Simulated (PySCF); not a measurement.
**Highest orbital energy against ionisation energy along the halogens**

Calculated with PySCF 2.14, no spin-orbit coupling. Each cell gives −ε(HOMO) / ΔSCF in eV; NIST values include spin-orbit coupling, (s) semi-empirical, (t) theoretical.

```
                           species              UHF              LDA              PBE             PBE0           r2SCAN  NIST (lowest levels)
 F+ (dyall-av2z, non-relativistic)  35.559 / 33.346  26.133 / 35.252  26.393 / 35.391  28.967 / 35.219  26.966 / 35.073                34.971
Cl+ (dyall-av2z, non-relativistic)  23.513 / 22.519  18.311 / 23.952  18.304 / 23.804  19.874 / 23.790  18.634 / 23.737                23.814
Br+ (dyall-av2z, non-relativistic)  21.002 / 20.211  16.619 / 21.649  16.483 / 21.347  17.878 / 21.355  16.866 / 21.428                21.591
 I+ (dyall-av2z, non-relativistic)  18.229 / 17.595  14.666 / 18.980  14.492 / 18.657  15.684 / 18.671  14.783 / 18.685                19.131
```

Task: How far is −ε(HOMO) from ΔSCF on average for each method, and why?

Result: UHF 1.16 eV; LDA -6.03 eV; PBE -5.88 eV; PBE0 -4.16 eV; r2SCAN -5.42 eV. Hartree-Fock orbital energies lack relaxation and so exceed the ΔSCF value; semilocal functionals have convex E(N) from self-interaction, so their HOMO lies far too high; exact exchange moves hybrids part of the way back.
